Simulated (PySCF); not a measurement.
# Radial density of Pm(34+) (promethium, charge +34)

PBEsol, [Ar] 3d9, 2D determinant. Calculation: PySCF 2.14, in an uncontracted even-tempered set (18 s from 5.3 bohr⁻², ratio 2.5; 13 p from 6.9 bohr⁻², ratio 2.5; 8 d from 6.9 bohr⁻², ratio 2.5; 4 f from 32 bohr⁻², ratio 2.7; 3 g from 48 bohr⁻², ratio 2.7); scalar relativity by spin-free X2C-1e.

```
r (bohr)  4πr²ρ (e/bohr)  4πr²(ρα − ρβ)
  0.0249           72.65         0.0070
  0.0418           77.55         0.0927
  0.0703           104.0         0.7247
   0.118           75.18         2.9831
   0.199           81.42         4.6928
   0.335           35.09         1.6358
   0.563          0.9645         0.0480
   0.947        0.001059         0.0001
```

Densities and radii are taken from the X2C orbitals without a picture-change correction, which distorts them close to the nucleus.

Spin-orbit coupling, absent here, splits the open shell strongly.
